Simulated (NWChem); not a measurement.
System: BHBrF; SMILES FBBr

Results from NWChem. Pople sets run with spherical d functions. STO-3G and 3-21G are far too small for this property and stand as cheap habits. The geometry was optimised at PBE0/def2-SVP. Field at 589 nm.

| level | isotropic polarisability (bohr³) | anisotropy (bohr³) |
|---|---|---|
| B3LYP/STO-3G | 11.7 | 17.1 |
| B3LYP/6-31G* | 27.3 | 20.7 |
| B3LYP/def2-SVP | 27.1 | ? |
| B3LYP/def2-SVPD | 38.1 | 15.2 |
| B3LYP/aug-cc-pVDZ | 37.2 | 16.4 |
| B3LYP/def2-TZVPD | 38.5 | 15.4 |

**Question.** Some entries are withheld; supply them.

**Answer.** 
- B3LYP/def2-SVP, anisotropy (bohr³): 18.3
